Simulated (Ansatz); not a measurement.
`CN[SiH2]O` + H₂ → silanol + CH₃NH₂ at 600 K and 1 bar (hydrogenolysis of the Si–N bond).

Isolated molecules relaxed with PBE0-D4/def2-TZVP in Ansatz; ΔE leaves out vibrations. CCSD(T)/CBS is the MP2 limit (def2-TZVPP, def2-QZVPP) plus CCSD(T) − MP2 in def2-TZVPP, frozen cores. This one scheme is used for every species. One conformer a species, not always the lowest.

```json
{"species": "`CN[SiH2]O`", "CCSD(T)/CBS energy (Eh)": "-461.28708", "H − E (kJ/mol)": "284.6", "S (J/(mol·K))": "416.4"}
{"species": "H₂", "CCSD(T)/CBS energy (Eh)": "-1.17544", "H − E (kJ/mol)": "43.9", "S (J/(mol·K))": "150.8"}
{"species": "`O[SiH3]`", "CCSD(T)/CBS energy (Eh)": "-366.69042", "H − E (kJ/mol)": "135.7", "S (J/(mol·K))": "307.9"}
{"species": "CH₃NH₂", "CCSD(T)/CBS energy (Eh)": "-95.75281", "H − E (kJ/mol)": "199.3", "S (J/(mol·K))": "283.8"}
```

H − E and S are ideal-gas, rigid-rotor, harmonic terms from PBE0-D4/def2-TZVP, for one conformer and one mirror image of each species. The MP2-based limit puts H₂ 0.8 mEh under its directly extrapolated value; such offsets cancel only in part. 1 Eh = 2625.50 kJ/mol, R = 8.31446 J/(mol·K).

Task: By hand: ΔE, ΔH, ΔS and ΔG.

Result: ΔE = (-366.69042) + (-95.75281) − (-461.28708) − (-1.17544) = 0.01929 Eh = 50.6 kJ/mol. Δ(H − E) = 135.7 + 199.3 − 284.6 − 43.9 = 6.5, so ΔH = 57.1 kJ/mol. ΔS = 307.9 + 283.8 − 416.4 − 150.8 = 24.5 J/(mol·K). ΔG = 57.1 − 600 × (24.5)/1000 = 42.4 kJ/mol.

Task: By hand: the equilibrium constant, and the temperature at which ΔG would vanish if ΔH and ΔS stayed fixed.

Result: log₁₀ K = −ΔG/(RT ln 10) = -3.7. ΔG = 0 at ΔH/ΔS = 2331 K.

ΔH outweighs TΔS. A doubt of 5 kJ/mol in ΔE shifts log₁₀ K by 0.4 here. Other conformers and mirror images would add mixing entropy, several J/(mol·K) or more a flexible species. These are equilibria of isolated gas molecules and say nothing of rates. Largest T1 diagnostic: 0.011 (customary marks: 0.02 for closed shells, 0.045 for open ones).
